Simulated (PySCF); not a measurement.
The vertical singlet excitations below were computed for one of the candidates. Method used: TDDFT wB97X-D/def2-SVPD, vertical, gas phase, core orbitals frozen in the response in PySCF 2.14.0, density-fitted response routines. Geometries: GFN2-xTB, one conformer each.

```
state  ν̃ (cm⁻¹)       f  main configurations (H = HOMO, L = LUMO)
   S1      38970  0.0000                               H-1→L (95%)
   S2      41080   0.306                                 H→L (93%)
   S3      42670  0.0001                               H-3→L (92%)
   S4      45530   0.106                 H-2→L (85%), H-1→L+1 (9%)
   S5      50800  0.0000                               H→L+1 (83%)
   S6      54670  0.0001                H-2→L+1 (56%), H→L+6 (23%)
   S7      59250   0.027   H→L+3 (53%), H-1→L+1 (27%), H-2→L (10%)
   S8      61340   0.014                               H→L+2 (76%)
```

Triplets computed (Tamm–Dancoff): 2.91, 4.59, 4.63 eV.

Orbital energies (eV): HOMO-3 -11.01, HOMO-2 -10.75, HOMO-1 -10.41, HOMO -9.49, LUMO -0.75, LUMO+1 1.80, LUMO+2 2.23.

Task: Which candidate is it? All have the formula C7H3F3.
A. `C#CC(C#C)=CC(F)(F)F`
B. `C=C=C=CC#CC(F)(F)F`
C. `C#CCC#CC(F)=C(F)F`

Result: A. Its S1 lies at 4.83 eV; the nearest of the others has S1 at 5.20 eV. S1 is HOMO-1→LUMO (95%). Löwdin shares by element: HOMO carbon 68% or more (atoms not listed hold the other 32%); LUMO carbon 68% or more (atoms not listed hold the other 32%). At the same level the other candidates give, for their lowest levels:
- `C#CCC#CC(F)=C(F)F`: 5.20 eV (f 0.001); 5.81 eV (f 0.263); 6.13 eV (f 0.001); 6.68 eV (f 0.001); 6.79 eV (f 0.000); T1 3.63 eV; HOMO -8.95, LUMO 0.83 eV
- `C=C=C=CC#CC(F)(F)F`: 3.88 eV (f 0.000); 4.60 eV (f 0.737); 5.13 eV (f 0.000); 5.48 eV (f 0.000); 6.25 eV (f 0.000); T1 2.33 eV; HOMO -9.01, LUMO -1.18 eV

Conformer computed: `[CH:1]#[C:2][C:3]([C:4]#[CH:5])=[CH:6][C:7]([F:8])([F:9])[F:10]`: C3–C6–C7–F8 59°.
